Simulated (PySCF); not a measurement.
**Be (beryllium, neutral) across methods**

[He] 2s1 3d1, high-spin 3D determinant (an excited configuration). Computed with PySCF 2.14 in aug-cc-pCVTZ-DK (7s6p4d2f, 59 functions), with the spin-free X2C one-electron Hamiltonian (Gaussian nucleus). The B2PLYP total includes its PT2 part (frozen core); its orbital energies are those of the SCF part.

| method | E (hartree) | mean ε 1s β (eV) | mean ε 2s α (eV) | mean ε 3d α (eV) | Σ⟨r²⟩ (bohr²) | ⟨S²⟩ |
| --- | --- | --- | --- | --- | --- | --- |
| B2PLYP | -14.3383 | -123.79 | -10.865 | 0.386 | 34.46 | 2.000 |
| PBE | -14.3385 | -111.75 | -9.036 | 0.746 | 34.28 | 2.000 |
| PW91 | -14.3548 | -112.00 | -9.075 | 0.739 | 34.25 | 2.000 |
| revPBE | -14.3740 | -111.91 | -9.022 | 0.682 | 34.32 | 2.000 |
| M06-2X | -14.3559 | -122.84 | -10.835 | 0.361 | 34.43 | 2.000 |
| r2SCAN | -14.3557 | -114.21 | -9.245 | 0.883 | 34.42 | 2.000 |
| LDA | -14.1500 | -110.46 | -8.964 | 0.936 | 34.27 | 2.000 |
| UHF | -14.28269 | -133.72 | -12.577 | -0.097 | 34.58 | 2.000 |

Q: Estimate the same row for PBE0.

A: E (hartree) = -14.3395; mean ε 1s β (eV) = -117.44; mean ε 2s α (eV) = -10.014; mean ε 3d α (eV) = 0.469; Σ⟨r²⟩ (bohr²) = 34.32; ⟨S²⟩ = 2.000.

The outer electron is Rydberg-like, and this basis confines it to a smaller radius and binds it less than a complete one would.

The highest occupied level is positive at B2PLYP, PBE, PW91, revPBE, PBE0, M06-2X, r2SCAN, LDA: only the finite basis holds that electron, which in a density functional comes from self-interaction.
